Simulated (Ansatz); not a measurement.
# Molecular dynamics of H6O3SSn

Input file:

```yaml
crystal:
  periodic: [false, false, false]
  atoms:
    - { symbol: Sn, position_ang: [-0.217698, -0.194283, -0.141004] }
    - { symbol: S, position_ang: [1.485934, 0.513518, 1.904953] }
    - { symbol: O, position_ang: [-0.464541, -1.900627, -1.205447] }
    - { symbol: O, position_ang: [-1.85256, -0.465094, 1.015368] }
    - { symbol: O, position_ang: [-0.509005, 1.625284, -0.961266] }
    - { symbol: H, position_ang: [1.970754, 0.16938, 0.364191] }
    - { symbol: H, position_ang: [1.736774, -0.125732, -0.653555] }
    - { symbol: H, position_ang: [1.255379, 1.802547, 1.515257] }
    - { symbol: H, position_ang: [0.27145, -1.986256, -1.847215] }
    - { symbol: H, position_ang: [-2.246985, -1.32333, 0.747322] }
    - { symbol: H, position_ang: [-1.4296, 1.884593, -0.738503] }
basis:
  gaussian: { orbitals: def2-SVP }
hamiltonian:
  xc: blyp
  dispersion: d4
md:
  timestep: 0.5
  n_steps: 200
  ensemble: nve
  temperature: 100.0
  initial_velocities: maxwell_boltzmann
  seed: 3930
```

Launched with:

```bash
$ ansatz run input.yaml --threads 2 --pin off --max-ram 3072MiB --backend cpu --events-out ev --progress --plain --runs-dir out
```

It starts at the highest image of a converged band. Of that band: Neighbouring images differ by up to 1.5 eV, so the band resolves the path poorly. A vibrational analysis at the climbing image gives one clearly imaginary mode, 1258i cm⁻¹: a first-order saddle point.

Output, in part (step lines, the closing report, with atoms numbered from 0):

```
md step     0: t =     0.00 fs  T =   100.0 K  F+E_penalty+E_count = -22894.34491765 eV  E_kin = 0.116334 eV  conserved = -22894.22858365 eV  (31 SCF iters)
[... lines left out ...]
Total energy: -22895.14863567 eV, -841.3811934719 hartree
Atom 0 at    -0.205796    -0.265889    -0.434089 Å, force     0.612625    -0.411814     0.473994 eV/Å
Atom 1 at     1.642439     0.768315     2.661764 Å, force     0.529201     0.636917    -1.158777 eV/Å
Atom 2 at    -1.099492    -1.950599    -1.134236 Å, force    -0.052930     0.087446    -0.137695 eV/Å
Atom 3 at    -1.320841    -0.353153     1.247556 Å, force    -0.061437    -0.604083     0.099726 eV/Å
Atom 4 at    -0.809499     1.605839    -0.767723 Å, force    -0.164471     0.390355    -0.457386 eV/Å
Atom 5 at     2.592354     0.327584     1.739578 Å, force    -0.390391     0.138745     0.559291 eV/Å
Atom 6 at     1.591053    -0.259357    -0.757448 Å, force    -0.903867    -0.043939     0.166165 eV/Å
Atom 7 at     1.550143     1.973583     1.941091 Å, force    -0.053527    -0.751189     0.553220 eV/Å
Atom 8 at    -0.748378    -2.363021    -1.948559 Å, force     0.129649     0.147728    -0.034406 eV/Å
Atom 9 at    -1.712418    -1.262541     1.291835 Å, force     0.191040     0.388345    -0.019039 eV/Å
Atom 10 at    -1.686380     1.658965    -0.321293 Å, force     0.164108     0.021490    -0.045093 eV/Å
Dipole moment:     0.351621    -0.257120    -0.298711 e Å
```

The steps, from the saved trajectory:

```
time (fs)  T (K)  potential energy less start (eV)  conserved less start (meV/atom)
      0.0    100                             0.000                             0.00
      3.0     64                             0.043                             0.03
      6.0     35                             0.076                             0.04
      9.0     41                             0.069                             0.02
     12.0     65                             0.041                             0.03
     15.0     74                             0.031                             0.04
     18.0    127                            -0.031                             0.04
     21.0    263                            -0.190                            -0.03
     24.0    228                            -0.148                             0.09
     27.0    370                            -0.316                            -0.15
     30.0    250                            -0.173                             0.08
     33.0    383                            -0.329                            -0.02
     36.0    444                            -0.401                            -0.09
     39.0    382                            -0.328                             0.01
     42.0    431                            -0.385                            -0.01
     45.0    432                            -0.386                             0.03
     48.0    544                            -0.517                            -0.10
     51.0    445                            -0.400                             0.13
     54.0    656                            -0.649                            -0.13
     57.0    535                            -0.505                             0.07
     60.0    639                            -0.627                            -0.02
     63.0    671                            -0.664                             0.01
     66.0    765                            -0.775                            -0.12
     69.0    677                            -0.670                             0.05
     72.0    750                            -0.756                             0.01
     75.0    841                            -0.864                            -0.12
     78.0    727                            -0.729                             0.05
     81.0    813                            -0.830                            -0.04
     84.0    756                            -0.762                             0.03
     87.0    802                            -0.817                            -0.07
     90.0    723                            -0.724                             0.09
     93.0    840                            -0.863                            -0.12
     96.0    685                            -0.681                             0.04
     99.0    724                            -0.725                             0.02
```

The run went to its last step. The conserved energy stayed within 0.15 meV per atom of its start (net change -0.07 meV per atom), so the integration is sound. The system heated up, since it started high on the potential surface and ran downhill. A run of 0.1 ps of so small a system gives no equilibrium averages. The orbitals stay closed-shell, which can raise the energy where a bond breaks towards radicals; this wasn't checked here.

The step under study would form Sn1–H7, S2–H6 and break Sn1–S2, H6–H7. These pairs go: Sn1–H7 2.02 → 1.83 Å, S2–H6 1.65 → 1.40 Å, Sn1–S2 2.75 → 3.75 Å, H6–H7 1.09 → 2.75 Å. In the last frame they stand as after the step (other bonds may differ from the relaxed reactants and products). It ends as H2S + H4O3Sn. Pairs count as bonded within 1.25 times the sum of covalent radii (0.12 Å more for H–H).

Last frame:

```xyz
11
Properties=species:S:1:pos:R:3
Sn -0.206 -0.266 -0.434
S 1.642 0.768 2.662
O -1.099 -1.951 -1.134
O -1.321 -0.353 1.248
O -0.809 1.606 -0.768
H 2.592 0.328 1.740
H 1.591 -0.259 -0.757
H 1.550 1.974 1.941
H -0.748 -2.363 -1.949
H -1.712 -1.262 1.292
H -1.686 1.659 -0.321
```

Run time: 3.3 min on 2 threads of AMD EPYC 9R45 96-Core Processor (Zen 5), with other jobs on the host, peak memory 0.19 GiB.
